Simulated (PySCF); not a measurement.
Checking a proposed structure

A compound C4H11NO2Si gives the data below (simulated from a calculation) and was assigned the structure `C/N=C/[SiH](OC)OC`.

¹³C{¹H} NMR (computed): δ 154.2 (C), 133.8 (CH2), 51.1 (CH3), 27.0 (CH3).

¹H NMR (600 MHz, computed): δ 5.97 (br s, 1H), 5.35 (br s, 1H), 3.67 (s, 3H), 2.04 (s, 3H), 2.03 (br s, 1H), 0.58 (br s, 2H).

- geometry: GFN2-xTB
- NMR shieldings at PBE0/pcSseg-1/GIAO
- program: PySCF
- non-relativistic, gas phase, averaged over atoms made equivalent by symmetry, fast rotation or ring inversion, one conformer

Shifts are taken against calculated references (same method and geometry level): TMS for ¹H and ¹³C.

(1) Compare with the shifts computed for the proposed structure, pairing carbons in order of shift.

(2) Which isomer fits?

## Answers

(1) Mapped SMILES: `[CH3:1]/[N:2]=[CH:3]/[SiH:4]([O:5][CH3:6])[O:7][CH3:8]`. Each H is labelled by its parent atom.

| atom | computed for proposal | given list | difference |
| --- | --- | --- | --- |
| C3 | 184.9 | 154.2 | +30.7 |
| C1 | 58.1 | 133.8 | -75.7 |
| C6 | 52.2 | 51.1 | +1.1 |
| C8 | 52.2 | 27.0 | +25.2 |

The rms difference is 42.7 ppm and the largest -75.7 ppm at C1 (methyl carbon bonded to N). The proposal also would give 3 carbon signals, not 4. The carbon types in order of shift don't match either: CH, CH3, CH3, CH3 for the proposal against C, CH2, CH3, CH3 in the data. The proposal doesn't fit.

(2) SMILES C=C(C)[Si@@](N)(O)OC.

Carbon types of the structure: 1 × C, 1 × CH2, 2 × CH3, leaving 3 H on heteroatoms. δC 154.2: fully substituted alkene carbon; an sp2 carbon of a C=C bond. δC 133.8: terminal =CH2 carbon; as expected for a trigonal carbon in a double bond. δC 27.0: allylic methyl carbon; aliphatic region, no heteroatom directly attached. δH 3.67: hydrogen on a methyl carbon bonded to O; its carbon carries O, hence the downfield position.

Other isomers checked: CC(=O)O[SiH2]N(C)C (rms 49.6 ppm).

This is the structure that produced the data.

The OH or NH signal is concentration- and solvent-dependent in practice; the value given is the gas-phase one. Shifts are as computed. Against solution values, carbons near 30 ppm lie about +3 ppm off and those near 130 ppm about +5 ppm. Of 1309 compounds with measured shifts, 239 miss one by over three times the rms of a fit or turn the order of signals round; such compounds aren't used in these exercises. No couplings were computed; multiplicities are counted from neighbouring protons, with m where these are inequivalent, close in shift, in a saturated or five-membered ring or joined by F or P, and br s for small geminal =CH2 splittings.
